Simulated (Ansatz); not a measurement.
Cartesian coordinates in Å:
```
C -0.478 0.711 1.511
N -0.152 0.462 0.133
C -0.454 1.567 -0.739
In 0.540 -1.281 -0.549
O 0.895 -1.482 -2.483
O 0.954 -2.870 0.564
H -1.550 0.921 1.649
H 0.074 1.578 1.906
H -0.230 -0.147 2.141
H -1.524 1.824 -0.718
H -0.189 1.338 -1.773
H 0.101 2.472 -0.446
H 1.239 -2.354 -2.691
H 0.774 -2.740 1.497
```

The species carries charge 0 and has multiplicity 1. In takes the def2 core potential.

(1) List the CAM-B3LYP/def2-TZVPP orbital energies in eV (Ansatz 0.2.0). (An estimate is asked.)

Answers

(1) Ansatz gave: Occupied: -521.96, -521.87, -391.32, -279.49, -279.33, -129.20, -85.97, -85.69, -85.66, -28.38, -28.27, -26.67, -22.93, -22.83, -22.82, -22.73, -22.62, -21.44, -18.55, -15.28, -14.46, -14.26, -14.17, -13.72, -12.46, -11.98, -11.76, -10.38, -10.36, -10.14, -9.87, -7.63. Lowest empty: -0.48, 0.46, 1.05, 1.63, 2.37, 3.03, 3.28, 3.62.
